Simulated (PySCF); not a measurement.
# Computed properties of Be(Et)(SH) (C2H6BeS), SMILES C[CH2][Be][SH]

C2H6BeS, SMILES C[CH2][Be][SH]. Geometry optimised at PBE0-D3(BJ)/def2-SVP. Other conformers were not sampled. All values are computed for the isolated molecule unless a solvent is named; none is compared with measurement here.

**Structure.** All 24 harmonic modes at PBE0-D3(BJ)/def2-SVP (PySCF) are real, so it is a minimum. With heavy atoms numbered as in [Be:1]([CH2:2][CH3:3])[SH:9], the shortest bond between them is C2–C3 at 1.533 Å and the longest Be1–S9 at 1.915 Å.

**Vibrations.** The strongest infrared lines (harmonic, unscaled, degenerate partners summed) lie at 1084 cm⁻¹ (108 km/mol, Be 36 %, H 36 %, C 26 %), 1259 cm⁻¹ (61 km/mol, C 45 %, H 40 %, Be 14 %), 3041 cm⁻¹ (40 km/mol, H 97 %). The softest mode is at 57 cm⁻¹ and the zero-point energy is 47.0 kcal/mol.

**Electronic structure.** r2SCAN/def2-TZVPD (PySCF) places the frontier levels at -6.67 and -0.84 eV, a gap of 5.83 eV, and gives a dipole moment of 1.09 D and a mean polarisability of 64.4 bohr³.

**Excitations.** TDDFT-B3LYP/def2-SVPD (PySCF) has S1 at 5.48 eV (226 nm, f = 0.002, dark); the most intense of the 10 singlets computed lies at 6.63 eV (f = 0.15). T1 (TDA) is at 5.22 eV. No vertical singlet excitation falls in the visible range (under 3.1 eV).

**NMR.** GIAO shifts at B3LYP/pcSseg-1 (PySCF) (non-relativistic, atoms alike by connectivity averaged): ¹³C from 4.5 to 12.1 ppm against TMS; ¹H from 0.4 to 1.3 ppm against TMS.
